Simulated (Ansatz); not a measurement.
Species: C₂H₃NO₂, SMILES `C=NC(=O)O` (C–N–C–O torsion 65°, O–C–O–H torsion 0°) (charge 0, multiplicity 1).

Give a relaxed geometry from Ansatz (a first-principles code) with PBE0-D4/def2-TZVP.

Several could match; the one computed here: the end point of this relaxation, one of several conformers (outside a Z-matrix the atoms follow the SMILES, hydrogens last).
Z-matrix (Å, degrees):
```
C
O 1 1.2007
O 1 1.3375 2 124.32
H 3 0.9664 1 106.29 2 -0.43
N 1 1.3946 2 125.26 3 175.83
C 5 1.2586 1 119.00 2 64.69
H 6 1.0888 5 118.83 1 -176.44
H 6 1.0945 7 117.80 5 -179.78
```
